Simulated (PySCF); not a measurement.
**Working out the ionisation energy of Zn**

Zn [Ar] 3d10 4s2 (1S) → Zn⁺ [Ar] 3d10 4s1 (2S). Calculation: PySCF 2.14, in x2c-TZVPall (6s5p4d1f, 48 functions); scalar relativity by spin-free X2C-1e. Frozen: [Ar]. Energies in hartree (1 hartree = 27.21139 eV):

```json
{"part": "UHF", "Zn (lower)": "-1794.254198", "Zn⁺ (upper)": "-1793.967878"}
{"part": "CCSD correlation", "Zn (lower)": "-0.382140", "Zn⁺ (upper)": "-0.335338"}
{"part": "(T)", "Zn (lower)": "-0.009901", "Zn⁺ (upper)": "-0.006271"}
```

Q: What does Hartree-Fock give?

A: (-1793.967878) − (-1794.254198) = 0.286320 hartree = 7.791 eV.

Q: What do CCSD and CCSD(T) give?

A: The CCSD correlation energies differ by 0.046802 hartree = 1.274 eV and the triples by 0.003630 hartree = 0.099 eV, so CCSD gives 9.065 eV and CCSD(T) 9.164 eV.

Measured between the centres of the two terms (NIST): 9.394 eV, so CCSD(T) (valence) is off by -0.230 eV.

What remains against the reference includes basis incompleteness, the frozen core and higher excitations.
